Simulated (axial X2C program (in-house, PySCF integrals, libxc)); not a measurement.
AuH: cheaper levels and CCSD(T), two-component

Calculated with an in-house all-electron X2C program for linear molecules (integrals from PySCF). Two-component (2c) means X2C with spin–orbit coupling and atomic mean-field two-electron Coulomb and Gaunt terms. Basis: Au dyall-cv3z [13s14p9d6f4g], H dyall-v3z [6s2p1d] (cores contracted in-house); Gaussian nuclei, density fitting, unrestricted open shells. Masses: Au 196.967 u, H 1.008 u.

State: Ω = 0 (closed shell); fragments Au + H.

```tsv
level	Re (Å)	ωe (cm⁻¹)	De (eV)
PBE0	1.532	2276.0	3.06
HF	1.569	2098.0	1.77
MP2	1.502	2434.0	3.03
CCSD	1.527	2278.4	3.07
LDA	1.524	2329.8	3.85
```

Correlated methods: 12 electrons correlated (number of frozen shells: Au 5 s, 4 p, 2 d, 1 f; H none), 220 virtual spin orbitals or spinors in MP2, 90 natural virtuals in coupled cluster.

CCSD(T), same Hamiltonian and basis:

Re = 1.527 Å, ωe = 2284.2 cm⁻¹, De = 3.15 eV; T1 = 0.029 (Lee–Taylor normalisation).

**Question.** Give the differences from CCSD(T) in the columns below.

**Answer.** 

| level | ΔRe (Å) | Δωe (cm⁻¹) | ΔDe (eV) |
| --- | --- | --- | --- |
| PBE0 | 0.005 | -8 | -0.09 |
| HF | 0.042 | -186 | -1.38 |
| MP2 | -0.025 | 150 | -0.12 |
| CCSD | 0.000 | -6 | -0.08 |
| LDA | -0.003 | 46 | 0.70 |

Occupations by symmetry block were frozen at the best pattern of an incomplete PBE0 search. The closed shell is kept restricted, so the energy runs too high when the bond is stretched far. De is counted from the lowest determinant-based energies of the atoms at the same level, without counterpoise correction. Coupled cluster ran in a truncated set of natural virtual spinors; the MP2 energy of the rest was added. (T) has no such correction and the atoms are truncated less, which lowers De at CCSD(T) by a hundredth of an eV or more. The T1 diagnostic is large, a sign of multireference character.
